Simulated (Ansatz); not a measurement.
Abstraction of H: C2H8GaN + CH5GeS → C2H7GaN + CH6GeS

Species: C2H8GaN `C[CH2][GaH][NH2]`, singlet; CH5GeS `C[S][GeH2]`, doublet; C2H7GaN `C[CH2][Ga][NH2]`, doublet; CH6GeS `C[S][GeH3]`, singlet. A radical takes H: the energy is the difference in strength between the Ga–H bond broken and the Ge–H bond made.

Shapes, held fixed at every level: PBE0-D4/def2-TZVP. Flexible molecules stand in one conformer, not always the lowest. Programs: Ansatz 0.2.0. Electronic energies: no zero-point or thermal term.

**Question.** Estimate ΔE of this reaction.

**Answer.** The highest level, CCSD(T)/def2-TZVPP, gives ΔE = -2.9 kJ/mol; the levels span -8.9 to +1.0. That is about zero within the method's error. They disagree on the sign: 2 of 8 are positive. The column of differences is taken from that level and isn't an error. No measured value is set beside it here. Open shells run unrestricted unless RO is named. Relativity is left out for Ga, Ge unless named. Correlated rows may include outer-core shells of Ga, Ge, which these sets cover unevenly.

| level | kind | ΔE (kJ/mol) | less CCSD(T)/def2-TZVPP |
| --- | --- | --- | --- |
| HF/def2-TZVPP | Hartree–Fock | -8.9 | -6.0 |
| r2SCAN-D4/def2-TZVPP | meta-GGA | +1.0 | +3.9 |
| PBE0-D4/def2-TZVPP | global hybrid | -0.4 | +2.5 |
| wB97M-V/def2-TZVPP | range-separated hybrid | +0.6 | +3.5 |
| wB97X-V/def2-TZVPP | range-separated hybrid | -0.2 | +2.7 |
| B2PLYP/def2-TZVPP | double hybrid | -1.4 | +1.5 |
| CCSD/def2-TZVPP | coupled cluster or CI | -3.1 | -0.2 |
| CCSD(T)/def2-TZVPP | coupled cluster or CI | -2.9 | 0.0 |
